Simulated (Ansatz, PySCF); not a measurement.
System: C4H5N, charge 0, singlet. C4H5N (SMILES C=CCC#N).
B3LYP-D3(BJ)/def2-TZVP minimum from Ansatz (a program for electronic structure):
```xyz
10

C     -2.1869     0.0014    -0.0997
C     -1.0155     0.1347     0.5022
C      0.1869    -0.7208     0.1919
C      1.3507     0.0760    -0.1935
N      2.2591     0.7158    -0.4883
H     -3.0292     0.6267     0.1648
H     -2.3480    -0.7354    -0.8782
H     -0.8741     0.8865     1.2709
H     -0.0398    -1.4231    -0.6129
H      0.4670    -1.3137     1.0688
```

Total energies in hartree (Ansatz). Open shells are spin-unrestricted; no spin-orbit coupling. Correlated methods leave the cores frozen. No relativity. Where a partner has so few electrons that a lower coupled-cluster level is exact, that level stands in.

```tsv
species	HF/cc-pVTZ	CCSD(T)/cc-pVTZ	HF/cc-pVQZ	CCSD(T)/cc-pVQZ	CCSD(T)/cc-pVDZ	CCSDT(Q)/cc-pVDZ
1: C4H5N (SMILES C=CCC#N)	-208.87516	-209.77158	-208.88880	-209.83144	-209.56690	-209.57010
2: C (triplet)	-37.69157	-37.78076	-37.69331	-37.78654	-37.76038	-37.76071
3: N (quartet)	-54.40069	-54.51471	-54.40372	-54.52482	-54.47850	-54.47866
4: H (doublet)	-0.49981	-0.49981	-0.49995	-0.49995	-0.49928	-0.49928
```

Work out the enthalpy of formation at 298 K (by atomisation, with ideal-gas terms from PySCF's Hessian at B3LYP-D3(BJ)/def2-TZVP and the atoms' measured values of the G2/97 table; no spin-orbit terms) in kcal/mol: take Hartree-Fock from cc-pVQZ, extrapolate the CCSD(T) correlation energy as X^-3 (X = 3, 4), and add CCSDT(Q) - CCSD(T) in cc-pVDZ. The further terms named in the bracket sum to +1.74837 hartree. 1 hartree = 627.51 kcal/mol.


Species 1: correlation (64·(-0.94264) - 27·(-0.89642))/37 = -0.97637; step -0.00320; E1 = -208.88880 + (-0.97637) + (-0.00320) = -209.86837
Species 2: correlation (64·(-0.09323) - 27·(-0.08919))/37 = -0.09618; step -0.00033; E2 = -37.69331 + (-0.09618) + (-0.00033) = -37.78982
Species 3: correlation (64·(-0.12110) - 27·(-0.11402))/37 = -0.12627; step -0.00016; E3 = -54.40372 + (-0.12627) + (-0.00016) = -54.53015
Species 4: correlation (64·(0.00000) - 27·(0.00000))/37 = 0.00000; step +0.00000; E4 = -0.49995 + (0.00000) + (+0.00000) = -0.49995
+1·E1 -4·E2 -1·E3 -5·E4 +1.74837 = 0.06918 hartree = 43.4 kcal/mol. Measured: 38.2 kcal/mol, 159.7 kJ/mol (CRC Handbook, as tabulated in the package chemicals); atomic spin-orbit terms, which the calculations lack, would raise the computed values. The composite differs from it by +5.2 kcal/mol; core, relativistic and spin-orbit terms are not in it. So large a gap may also come from another state or conformer, or from a fault of the table, which was not checked at its source.
